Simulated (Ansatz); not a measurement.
C2H9FSi2 can be A, `CC(F)([SiH3])[SiH3]`, or B, `F[SiH2]CC[SiH3]`.

Gas-phase electronic energies from Ansatz, PBE0-D4/def2-TZVP geometries. CCSD(T)/CBS adds triple-zeta CCSD(T) − MP2 to the extrapolated MP2 energy (def2 sets, frozen cores). DFT in def2-TZVPP. B3LYP here is the variant with VWN-RPA as its local correlation; programs differ in this. One conformer a species, not always the lowest.

Which is lower in electronic energy at CCSD(T)/CBS, and by how much? (Estimate.)

Computed: B, by 56.2 kcal/mol.

Give E(B) − E(A) in kcal/mol with B3LYP, CCSD(T)/def2-TZVPP, PBE0-D4, PBE-D4, B2PLYP, ωB97M-V, CCSD/def2-TZVPP. (An estimate is asked.)

The calculation gave: B3LYP -54.1, CCSD(T)/def2-TZVPP -55.5, PBE0-D4 -53.6, PBE-D4 -50.9, B2PLYP -55.7, ωB97M-V -54.4, CCSD/def2-TZVPP -56.3. None reverses the order clearly.

Largest T1 diagnostic: 0.012.

From PBE to PBE0 (25 % exact exchange), in def2-TZVPP and without D4, E(B) − E(A) moves by −2.7 kcal/mol.
